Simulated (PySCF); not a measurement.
## Level sweep

CH₆Ge.
SMILES with atom numbers: `[CH3:1][GeH3:2]` (hydrogens: H3, H4, H5 on C1; H6, H7, H8 on Ge2)

PySCF, dipoles from the SCF density, polarisabilities from static response with core orbitals frozen. Isolated species at its PBE0-D3(BJ)/def2-SVP geometry, gas phase. The LDA/def2-SVPD calculation is non-relativistic and has no spin–orbit coupling, an omission that weighs most on germanium.

Q: How do dipole and polarisability depend on functional and basis here?

A: 

```json
{"level": "LDA/def2-SVPD", "μ (D)": "0.708", "error (%)": "+10.1", "α (Å³)": "7.36", "anisotropy (Å³)": "1.33"}
{"level": "PBE/def2-SVPD", "μ (D)": "0.723", "error (%)": "+12.4", "α (Å³)": "7.17", "anisotropy (Å³)": "1.31"}
{"level": "B3LYP/def2-SVPD", "μ (D)": "0.699", "error (%)": "+8.7", "α (Å³)": "7.02", "anisotropy (Å³)": "1.25"}
{"level": "PBE0/def2-SVPD", "μ (D)": "0.702", "error (%)": "+9.1", "α (Å³)": "6.94", "anisotropy (Å³)": "1.21"}
{"level": "BHandHLYP/def2-SVPD", "μ (D)": "0.676", "error (%)": "+5.1", "α (Å³)": "6.78", "anisotropy (Å³)": "1.15"}
{"level": "CAM-B3LYP/def2-SVPD", "μ (D)": "0.671", "error (%)": "+4.4", "α (Å³)": "6.93", "anisotropy (Å³)": "1.17"}
{"level": "wB97X-D/def2-SVPD", "μ (D)": "0.687", "error (%)": "+6.9", "α (Å³)": "6.92", "anisotropy (Å³)": "1.16"}
{"level": "LC-wPBE/def2-SVPD", "μ (D)": "0.663", "error (%)": "+3.1", "α (Å³)": "6.74", "anisotropy (Å³)": "1.07"}
{"level": "HF/def2-SVPD", "μ (D)": "0.686", "error (%)": "+6.7", "α (Å³)": "6.53", "anisotropy (Å³)": "1.02"}
{"level": "PBE0/6-31G*", "μ (D)": "0.762", "error (%)": "+18.5", "α (Å³)": "5.47", "anisotropy (Å³)": "0.85"}
{"level": "PBE0/def2-SVP", "μ (D)": "0.731", "error (%)": "+13.7", "α (Å³)": "5.96", "anisotropy (Å³)": "0.79"}
{"level": "PBE0/aug-cc-pVDZ", "μ (D)": "0.708", "error (%)": "+10.1", "α (Å³)": "7.06", "anisotropy (Å³)": "1.25"}
{"level": "PBE0/def2-TZVP", "μ (D)": "0.720", "error (%)": "+12.0", "α (Å³)": "6.73", "anisotropy (Å³)": "1.17"}
{"level": "PBE0/def2-TZVPD", "μ (D)": "0.717", "error (%)": "+11.6", "α (Å³)": "7.03", "anisotropy (Å³)": "1.25"}
{"level": "PBE0/aug-cc-pVTZ", "μ (D)": "0.718", "error (%)": "+11.7", "α (Å³)": "7.09", "anisotropy (Å³)": "1.27"}
```

Reference dipole: 0.643 D (measured, gas; NIST CCCBDB Release 22 (SRD 101), experimental dipoles). The anisotropy is √(½[(α1 − α2)² + (α2 − α3)² + (α3 − α1)²]). For the dipole, the smallest error is 3.1% (LC-wPBE/def2-SVPD) and the largest 18.5% (PBE0/6-31G*). The dipole runs from 0.66 D (LC-wPBE/def2-SVPD) to 0.76 D (PBE0/6-31G*). No reference polarisability is at hand; against PBE0 in the largest diffuse basis at hand (aug-cc-pVTZ) the other PBE0 rows deviate by 6-31G* -23%, def2-SVP -16%, def2-SVPD -2%, aug-cc-pVDZ 0%, def2-TZVP -5%, def2-TZVPD -1%. In one basis (def2-SVPD) the functionals order the polarisability from HF (lowest) to LDA (highest), a spread of 13%. With PBE0 the polarisability is 6.05 Å³ without diffuse functions (mean of 6-31G*, def2-SVP and def2-TZVP) and 7.03 Å³ with them (mean of def2-SVPD, aug-cc-pVDZ, def2-TZVPD and aug-cc-pVTZ). Measured values can belong to vibrating molecules and may average over conformers; the computed ones are for one fixed geometry.
